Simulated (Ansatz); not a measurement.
B₆As₆⁺, a cluster cut from wurtzite BAs (bare). Charge 1, multiplicity 2. Geometry PBE-D4/def2-SVP, that of the neutral singlet; atoms count from 1.

```xyz
12

B     1.009   -1.272   -0.475
As    2.594   -0.380    0.395
As   -0.170    2.219   -1.586
B     0.879    0.729   -0.128
B     0.793   -0.810    1.224
As    0.365    2.431    0.821
As   -0.460   -2.053   -1.613
B    -0.501   -0.028   -1.034
B    -0.539   -1.541    0.348
As   -0.967   -0.901    2.220
As   -2.215    1.018   -0.878
B    -0.788    0.590    0.707
```

Single mean-field runs in def2-TZVP are fitted with def2-universal-jkfit.

Question: Estimate the Mulliken populations from the PBE0/def2-TZVP orbitals of Ansatz.

Answer: 
| atom | charge (e) | spin (α − β) |
| --- | --- | --- |
| B1 | 0.00 | -0.01 |
| As2 | 0.23 | 0.06 |
| As3 | 0.13 | 0.01 |
| B4 | -0.05 | 0.02 |
| B5 | -0.10 | 0.04 |
| As6 | 0.19 | 0.38 |
| As7 | 0.23 | 0.06 |
| B8 | -0.05 | 0.02 |
| B9 | -0.10 | 0.04 |
| As10 | 0.20 | 0.03 |
| As11 | 0.19 | 0.38 |
| B12 | 0.12 | -0.02 |
Mulliken values depend strongly on the basis.

Question: Where does the spin sit?

Answer: Summed by element: B 0.08, As 0.92, of 1 unpaired in all. Largest on single atoms: As6 0.38, As11 0.38, As2 0.06.

Question: And the Mayer bond orders between heavy atoms (over 0.3)?

Answer: B1–As2 0.92 (2.02 Å); B1–B4 0.31 (2.03 Å); B1–B5 0.48 (1.77 Å); B1–As7 0.92 (2.02 Å); B1–B8 0.31 (2.03 Å); B1–B9 0.48 (1.77 Å); As2–B4 0.75 (2.11 Å); As2–B5 0.91 (2.03 Å); As3–B4 0.35 (2.33 Å); As3–As6 0.94 (2.47 Å); As3–B8 0.34 (2.34 Å); As3–As11 0.94 (2.48 Å); B4–B5 0.31 (2.05 Å); B4–As6 0.63 (2.02 Å); B4–B8 0.67 (1.82 Å); B4–B12 0.48 (1.87 Å); B5–B9 0.55 (1.75 Å); B5–As10 0.96 (2.02 Å); As6–B12 0.61 (2.17 Å); As7–B8 0.75 (2.11 Å); As7–B9 0.91 (2.03 Å); B8–B9 0.31 (2.05 Å); B8–As11 0.63 (2.01 Å); B8–B12 0.48 (1.87 Å); B9–As10 0.96 (2.02 Å); As10–B12 0.76 (2.13 Å); As11–B12 0.61 (2.18 Å).
